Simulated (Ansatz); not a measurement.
A nudged elastic band was laid between two geometries of BClFH2N + BrH (8 atoms, charge 0, multiplicity 1).

These are results of Ansatz, RKS B3LYP/def2-SVP, not measurements.

```
movable images  : 9
climbing image  : yes
spring          : 5.0 eV/Å²
optimiser       : quadratic models (default)
start path      : through a guess of the saddle point
force threshold : 0.05 eV/Å
iteration limit : 60
end points      : relaxed
```

First end point:

```xyz
8
Properties=species:S:1:pos:R:3
B -0.011 -0.298 -0.309
F 0.108 -0.158 1.021
Cl 1.471 -0.559 -1.250
N -1.264 -0.236 -0.907
H -2.109 -0.079 -0.369
H -1.402 -0.327 -1.905
Br -0.109 3.166 2.132
H 0.136 1.773 1.915
```

Last end point:

```xyz
8
Properties=species:S:1:pos:R:3
B -0.012 0.631 -0.583
F -0.069 -0.121 2.373
Cl 1.505 -0.157 -1.008
N -1.243 0.086 -0.900
H -1.332 -0.824 -1.337
H -2.120 0.526 -0.647
Br 0.042 2.378 0.317
H 0.050 0.766 2.112
```

Task: Which bonds break or form, and what moves?

Result: Bonds broken: B1–F2, Br7–H8. Bonds formed: B1–Br7, F2–H8. BClFH2N + BrH becomes BBrClH2N + FH.

Task: Give the energies along the band, and the barrier.

Result: It converged. The highest image is number 4 of 0 to 10, 40.0 kcal/mol above the first end and 20.0 kcal/mol above the last; the last end lies 20.0 kcal/mol above the first. The profile has 2 maxima (images 4, 8) with wells between them (image 6): this band takes more than one step, which may be the mechanism or a detour left from its start path. A vibrational analysis at the climbing image gives one clearly imaginary mode, 529i cm⁻¹: a first-order saddle point. The orbitals stay closed-shell, which can raise the energy where a bond breaks towards radicals; this wasn't checked here.

```csv
image,path coordinate (Å),energy (kcal/mol),B1–F2 (Å),Br7–H8 (Å),B1–Br7 (Å)
0,0.00,0.0,1.34,1.43,4.24
1,0.61,0.2,1.34,1.43,3.88
2,1.22,1.9,1.35,1.43,3.39
3,1.83,14.7,1.39,1.48,2.81
4,2.44,40.0,1.64,1.82,2.32
5,3.39,22.7,2.55,2.22,1.99
6,4.33,20.3,3.16,2.40,1.96
7,5.27,30.7,2.87,2.38,1.97
8,6.22,40.0,2.72,2.59,1.96
9,7.16,26.7,2.84,2.68,1.96
10,8.10,20.0,3.05,2.41,1.97
```

Task: What is the geometry of the highest image?

Result: 
```xyz
8
Properties=species:S:1:pos:R:3
B -0.036 0.329 -0.129
F 0.076 -0.213 1.415
Cl 1.507 0.091 -0.961
N -1.256 -0.050 -0.698
H -2.147 0.146 -0.258
H -1.318 -0.228 -1.692
Br -0.086 2.407 0.903
H 0.081 0.800 1.747
```

The band took 41 iterations and roughly 14 core-minutes.

Run time: 7.5 min on 2 threads of AMD EPYC 9R45 96-Core Processor (Zen 5), on a shared host, peak memory 0.28 GiB.
